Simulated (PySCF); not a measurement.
Si: excitation energy

Si [Ne] 3s2 3p2 (3P) → Si [Ne] 3s1 3p3 (5S), as a difference of total energies. Computed with PySCF 2.14 in dyall-acv3z, with scalar relativity by spin-free X2C-1e. Correlated levels: valence: [Ne] frozen; virtual orbitals above 40 to 60 times the deepest correlated orbital energy dropped. The calculations carry no spin-orbit coupling.

| method | excitation energy (cm⁻¹) |
| --- | --- |
| UHF | 21406 |
| MP2 (valence) | 29303 |
| SCS-MP2 (valence) | 33153 |
| CCSD (valence) | 31316 |
| CCSD(T) (valence) | 31775 |

A first-order spin-orbit estimate (lowest level to lowest level, LS coupling) adds 0.016 eV.
